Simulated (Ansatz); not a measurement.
`OB(O)Br` + HBr → `OB(Br)Br` + H₂O at 600 K and 1 bar (ligand exchange at a B–O bond).

Program: Ansatz. Geometries: PBE0-D4/def2-TZVP. ΔE: electronic, gas phase. CCSD(T)/CBS adds triple-zeta CCSD(T) − MP2 to the extrapolated MP2 energy (def2 sets, frozen cores). This one scheme is used for every species. For Br outer-core shells are correlated without core-valence functions, which leaves a few kJ/mol of doubt a bond. Scalar relativity is left out up to krypton. Each species was taken in one conformer, which may not be the lowest.

```tsv
species	CCSD(T)/CBS energy (Eh)	H − E (kJ/mol)	S (J/(mol·K))
`OB(O)Br`	-2749.81643	131.7	357.7
HBr	-2573.91920	33.5	219.1
`OB(Br)Br`	-5247.33602	92.7	373.7
H₂O	-76.37941	76.8	212.8
```

H − E and S are ideal-gas, rigid-rotor, harmonic terms from PBE0-D4/def2-TZVP, for one conformer and one mirror image of each species. 1 Eh = 2625.50 kJ/mol, R = 8.31446 J/(mol·K).

Task: By hand: ΔE, ΔH, ΔS and ΔG.

Result: ΔE = (-5247.33602) + (-76.37941) − (-2749.81643) − (-2573.91920) = 0.02020 Eh = 53.0 kJ/mol. Δ(H − E) = 92.7 + 76.8 − 131.7 − 33.5 = 4.3, so ΔH = 57.3 kJ/mol. ΔS = 373.7 + 212.8 − 357.7 − 219.1 = 9.7 J/(mol·K). ΔG = 57.3 − 600 × (9.7)/1000 = 51.5 kJ/mol.

Task: By hand: the equilibrium constant, and the temperature at which ΔG would vanish if ΔH and ΔS stayed fixed.

Result: log₁₀ K = −ΔG/(RT ln 10) = -4.5. ΔG = 0 at ΔH/ΔS = 5907 K, far beyond where these terms or the molecules hold.

The number of gas molecules stays the same, so ΔS is small and ΔH decides. A doubt of 5 kJ/mol in ΔE shifts log₁₀ K by 0.4 here. Other conformers and mirror images would add mixing entropy, several J/(mol·K) or more a flexible species. These are equilibria of isolated gas molecules and say nothing of rates. Largest T1 diagnostic: 0.010 (customary marks: 0.02 for closed shells, 0.045 for open ones).
